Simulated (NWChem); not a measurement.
System: CH2NO cation; SMILES N=C=[OH+]

The following NWChem deck was run.

```
start job
memory heap 200 mb stack 900 mb global 1100 mb
charge 1
geometry units angstroms noautosym nocenter noautoz
  N     -0.030223     1.189583     0.000000
  C     -0.017029     0.042236     0.000000
  O     -0.119776    -1.188185     0.000000
  H     -0.038786     2.206435     0.000000
  H      0.701977    -1.725205     0.000000
end
basis spherical
  N library pcsseg-2
  C library pcsseg-2
  O library pcsseg-2
  H library pcsseg-2
end
dft
  xc pbe0
  iterations 150
end
property
  shielding
end
task dft property
```

Geometry: optimised at PBE0/def2-SVP.

GIAO values for the isolated, static molecule; σ is the absolute isotropic shielding, δ = σ(reference) − σ with the isolated reference molecule computed at the same levels (13C: tetramethylsilane, 1H: tetramethylsilane, 15N: ammonia, 17O: water).

Atoms are numbered as in the input.

Q: What results follow from this input? (PBE0/pcSseg-2, GIAO.) Quantities: δ N1 (ppm); δ C2 (ppm); δ O3 (ppm); δ H4 (ppm); δ H5 (ppm).

A: 
```
Property    Result
----------  ------
δ N1 (ppm)    88.0
δ C2 (ppm)   101.8
δ O3 (ppm)    44.5
δ H4 (ppm)    6.30
δ H5 (ppm)    7.34
```
